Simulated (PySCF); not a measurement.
Species: C₇H₁₁FOSi.
SMILES with atom numbers: `[CH3:1][C:2]#[C:3][Si@@H:4]([O:5][CH3:6])[C@H:7]1[CH2:8][C@@H:9]1[F:10]` (hydrogens: H11, H12, H13 on C1; H14 on Si4; H15, H16, H17 on C6; H18 on C7; H19, H20 on C8; H21 on C9)

A GFN2-xTB structure was refined with PBE0-D3(BJ)/def2-SVP geometry optimisation, gas phase (PySCF 2.14.0). Its GFN2-xTB values:

| coordinate | GFN2-xTB |
| --- | --- |
| C1–C2 | 1.445 Å |
| C1–H11 | 1.090 Å |
| C2≡C3 | 1.206 Å |
| C3–Si4 | 1.850 Å |
| Si4–O5 | 1.627 Å |
| Si4–C7 | 1.879 Å |
| Si4–H14 | 1.470 Å |
| O5–C6 | 1.395 Å |
| C6–H15 | 1.093 Å |
| C7–C8 | 1.509 Å |
| C7–H18 | 1.082 Å |
| C8–C9 | 1.487 Å |
| C8–H19 | 1.080 Å |
| C8–H20 | 1.079 Å |
| C9–F10 | 1.369 Å |
| C9–H21 | 1.082 Å |
| C3–Si4–O5 | 112.2° |
| C3–Si4–C7 | 110.5° |
| Si4–O5–C6 | 127.8° |
| Si4–C7–C8 | 121.9° |
| Si4–C7–C9 | 120.9° |
| O5–Si4–C7 | 102.3° |
| C7–C9–C8 | 60.8° |
| C8–C7–C9 | 59.4° |
| C3–Si4–O5–C6 | -58° |
| C3–Si4–C7–C8 | -150° |
| Si4–C7–C8–C9 | 110° |
| Si4–C7–C9–C8 | -111° |

Q: How do these coordinates change at the PBE0-D3(BJ)/def2-SVP level?

A: 
| coordinate | PBE0-D3(BJ)/def2-SVP (Å or °) | change |
| --- | --- | --- |
| Si4–O5 | 1.668 | +0.041 |
| Si4–C7 | 1.852 | -0.027 |
| Si4–H14 | 1.495 | +0.025 |
| C3–Si4 | 1.830 | -0.020 |
| C7–C8 | 1.524 | +0.015 |
| C8–H20 | 1.093 | +0.014 |
| C2≡C3 | 1.220 | +0.014 |
| C7–H18 | 1.096 | +0.014 |
| C6–H15 | 1.106 | +0.013 |
| C9–H21 | 1.095 | +0.013 |
| C8–H19 | 1.093 | +0.013 |
| C9–F10 | 1.357 | -0.012 |
| C1–H11 | 1.101 | +0.011 |
| C8–C9 | 1.480 | -0.007 |
| C1–C2 | 1.450 | +0.005 |
| O5–C6 | 1.400 | +0.005 |
| Si4–O5–C6 | 124.8 | -3.0 |
| C3–Si4–O5 | 110.2 | -2.0 |
| O5–Si4–C7 | 103.7 | +1.4 |
| Si4–C7–C8 | 120.6 | -1.3 |
| C3–Si4–C7 | 111.8 | +1.3 |
| Si4–C7–C9 | 119.8 | -1.1 |
| C7–C9–C8 | 61.6 | +0.8 |
| C8–C7–C9 | 58.7 | -0.7 |
| C3–Si4–O5–C6 | -55 | +3 |
| C3–Si4–C7–C8 | -152 | -2 |
| Si4–C7–C9–C8 | -110 | +1 |
| Si4–C7–C8–C9 | 108 | -2 |

The energy falls by 10.6 kJ/mol over 7 energy and gradient evaluations, the largest force component goes from 0.0311 to 2.7e-04 Eh/bohr, and the atoms move by 0.073 Å rms after alignment. The bond that changes most is Si4–O5 (oxygen-bound silicon to silyl ether oxygen), which lengthens by 0.041 Å. Bonds longer at the end by more than 0.005 Å: 16 of 21; shorter: 4. Rotational constants go from 1237, 693.8, 502.6 to 1273, 683.7, 505.4 MHz.

The run used 199 basis functions and 51 SCF cycles in all. Hardware: one thread, Arm Neoverse V1 (shared host). Cost: 4.0 min of wall time.

Stationary, but not proved a minimum. The numbers are those of one conformer.

Conformer computed: `[CH3:1][C:2]#[C:3][Si@@H:4]([O:5][CH3:6])[C@H:7]1[CH2:8][C@@H:9]1[F:10]`: C3–Si4–O5–C6 -55°, C3–Si4–C7–C8 -152°.
